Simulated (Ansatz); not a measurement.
Program: Ansatz. Geometries: PBE0-D4/def2-TZVP. ΔE: electronic, gas phase. CCSD(T)/CBS adds triple-zeta CCSD(T) − MP2 to the extrapolated MP2 energy (def2 sets, frozen cores). This one scheme is used for every species. Each species was taken in one conformer, which may not be the lowest.

Consider the ligand exchange at the Al–O bond: `[NH2][Al]([O][SiH3])[O][SiH3]` + H₂S → `[NH2][Al]([SH])[O][SiH3]` + `O[SiH3]`.

`[NH2][Al]([O][SiH3])[O][SiH3]`:

Z-matrix (Å, degrees):
```
Si
O 1 1.622
H 1 1.489 2 110.9
H 1 1.487 2 109.9 3 -120.1
H 1 1.487 2 109.9 3 120.2
Al 2 1.679 1 162.7 3 1.9
N 6 1.752 2 119.7 1 179.4
O 6 1.679 2 120.6 1 -0.6
H 7 1.006 6 124.6 2 179.9
H 7 1.006 6 124.5 2 -0.0
Si 8 1.622 6 162.8 2 0.0
H 11 1.489 8 110.9 6 -6.6
H 11 1.488 8 110.0 6 113.5
H 11 1.487 8 109.9 6 -126.8
```

H₂S:

Z-matrix (Å, degrees):
```
S
H 1 1.341
H 1 1.341 2 92.3
```

`[NH2][Al]([SH])[O][SiH3]`:

Cartesian coordinates in Å:
```
N -0.299 1.820 -1.783
Al 0.145 0.304 -1.021
S 1.123 -1.256 -2.186
O -0.184 0.059 0.611
Si -0.254 -0.691 2.049
H -0.140 2.048 -2.750
H -0.752 2.582 -1.307
H 1.192 -2.079 -1.126
H 0.492 0.091 3.069
H 0.346 -2.052 1.960
H -1.669 -0.827 2.485
```

`O[SiH3]`:

```xyz
6

O     0.053    1.173   -0.514
Si   -0.135   -0.370    0.032
H     0.697    1.728   -0.073
H     1.129   -1.150   -0.079
H    -1.178   -0.979   -0.824
H    -0.567   -0.401    1.456
```

```csv
species,MP2/CBS(def2) energy (Eh)
`[NH2][Al]([O][SiH3])[O][SiH3]`,-1030.19682
H₂S,-398.94045
`[NH2][Al]([SH])[O][SiH3]`,-1062.46622
`O[SiH3]`,-366.65375
```

(1) Work out ΔE.

Largest T1 diagnostic among the species: 0.011.

Answers

(1) ΔE = (-1062.46622) + (-366.65375) − (-1030.19682) − (-398.94045) = 0.01730 Eh = +45.4 kJ/mol. CCSD(T)/CBS gives +47.9 kJ/mol.

In def2-TZVPP, CCSD(T) changes the Hartree–Fock value by −10.2 kJ/mol (the triples alone add −3.0 kJ/mol) and MP2 by −12.7 kJ/mol. At CCSD(T), def2-SVP lies +12.0 kJ/mol from the extrapolated value and def2-TZVPP +2.9 kJ/mol.
